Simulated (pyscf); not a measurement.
## `[NH2][BH][SiH3]`, singlet

Gas-phase minimum from PySCF at ωB97X-D3(BJ)/def2-SVP, one conformer. H₂N–BH–SiH₃ lies 13.2 kcal/mol over its isomer H₂B–NH–SiH₃ (electronic energy, ωB97M-D3(BJ)/def2-TZVP). 

```xyz
9

N     -1.3682    -1.1336    -2.5689
B     -1.6465    -0.5519    -1.3340
Si    -0.2189    -0.4427     0.0952
H     -0.4646    -1.5224    -2.8134
H     -2.0539    -1.2085    -3.3121
H     -2.7656    -0.1201    -1.1557
H      1.0735    -1.0483    -0.3692
H      0.0663     0.9750     0.4825
H     -0.6286    -1.1659     1.3404
```
Charge 0, spin multiplicity 1.

Bonds (Å): N1–B2 1.393, N1–H4 1.014, N1–H5 1.014, B2–Si3 2.023, B2–H6 1.213, Si3–H7 1.501, Si3–H8 1.497, Si3–H9 1.497. Angles (°): B2–N1–H4 123.5, B2–N1–H5 123.1, H4–N1–H5 113.4, N1–B2–Si3 120.5, N1–B2–H6 117.6, Si3–B2–H6 121.9, B2–Si3–H7 111.5, B2–Si3–H8 111.6, B2–Si3–H9 111.6, H7–Si3–H8 107.3, H7–Si3–H9 107.3, H8–Si3–H9 107.1.

Properties at ωB97X-D3(BJ)/def2-SVP:

```yaml
harmonic_wavenumbers_unscaled: 100, 220, 405, 533, 645, 650, 677, 897, 919, 924, 961, 964, 1143, 1372, 1620, 2206, 2227, 2230, 2598, 3616, 3715 cm⁻¹
zero_point_energy: 40.9 kcal/mol
rotational_symmetry_number: 1
Entropy of this conformer at 298 K and 1 atm, rigid rotor and harmonic oscillator, modes under 100 cm⁻¹ raised to 100: 295.8 J/(mol K)
dipole_moment: 2.69 D
```

Single-point totals, which compare only within one level (frozen core for MP2 and CC):

| level | total energy (hartree) |
|---|---|
| ωB97X-D3(BJ)/def2-TZVP | -372.83914 |
| PBE/def2-TZVP | -372.49383 |
| r²SCAN/def2-TZVP | -372.68463 |
| B3LYP-D3(BJ)/def2-TZVP | -372.81019 |
| PBE0-D3(BJ)/def2-TZVP | -372.54190 |
| M06-2X/def2-TZVP | -372.70027 |
| ωB97M-D3(BJ)/def2-TZVP | -372.82920 |
| HF/def2-TZVPP | -371.62898 |
| MP2/def2-TZVPP | -372.07821 |
| CCSD/def2-TZVPP | -372.12181 |
| CCSD(T)/def2-TZVPP | -372.13966 |

Soft torsions are taken as harmonic, which can shift the entropy by several J/(mol K). The CCSD(T) − MP2 part came from Ansatz, without density fitting, on the same reference.
